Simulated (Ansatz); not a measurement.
Cost and result up the ladder for (BeO)2 ring (Be₂O₂) (4 atoms). The state is a singlet with charge 0. Geometry: PBE-D4/def2-TZVP.

```
atom    x (Å)    y (Å)    z (Å)
 Be1   0.3639   0.7776   0.1360
  O2  -0.4139   0.3822  -1.0782
 Be3  -0.3640  -0.7775  -0.1360
  O4   0.4139  -0.3823   1.0781
```

Ansatz on 4 threads of AMD EPYC 7B13 on a shared host. Times are rough, and most runs start from the orbitals of an earlier one. r2SCAN0-D4/def2-TZVP serves as the yardstick here, not as an exact answer. Differences are given only for rows in sets of like size (and for xTB, whose basis is part of the method), since another set adds its own error. Binding counts from free atoms at the same level (Be singlet, O triplet; other spins of the atoms weren't run), without zero-point energy or a counterpoise term.

B3LYP takes the VWN-RPA correlation. Correlated methods freeze 2 core orbitals.

Correlated methods converge slowly with the basis.

```tsv
level	functions	binding energy per atom (eV)	difference from r2SCAN0-D4/def2-TZVP (eV)
r2SCAN-D4/def2-TZVPD	124	4.18	0.21
CCSD(T)/def2-TZVPD	124	3.76	-0.21
B97M-V/def2-TZVP	100	4.00	0.03
CCSD(T)/def2-TZVPP	100	3.72	-0.25
PBE-D4/def2-TZVP (with forces)	100	4.24	0.27
PBE0-D4/def2-TZVPD	124	4.05	0.08
BLYP-D4/def2-TZVP	100	4.16	0.19
r2SCAN-D4/def2-TZVP	100	4.16	0.19
PBE-D4/def2-SVP	46	4.11	–
RPA@PBE/def2-TZVP	100	3.41	-0.56
PBE0-D4/def2-SVP	46	3.85	–
r2SCAN0-D4/def2-TZVP	100	3.97	0.00
PBE0-D4/def2-TZVP	100	4.02	0.05
B3LYP-D4/6-31G	36	3.73	–
```

**Question.** Estimate how long each takes.

**Answer.** B3LYP-D4/6-31G 0.25 s; PBE-D4/def2-SVP 0.3 s; PBE0-D4/def2-SVP 0.3 s; BLYP-D4/def2-TZVP 0.4 s; PBE0-D4/def2-TZVPD 0.55 s; PBE-D4/def2-TZVP (with forces) 0.6 s; PBE0-D4/def2-TZVP 0.6 s; r2SCAN-D4/def2-TZVP 0.7 s; r2SCAN-D4/def2-TZVPD 0.8 s; RPA@PBE/def2-TZVP 0.8 s; r2SCAN0-D4/def2-TZVP 0.96 s; B97M-V/def2-TZVP 1.1 s; CCSD(T)/def2-TZVPP 2.1 s; CCSD(T)/def2-TZVPD 4.6 s. On shared hardware such times vary by a factor of up to 3.
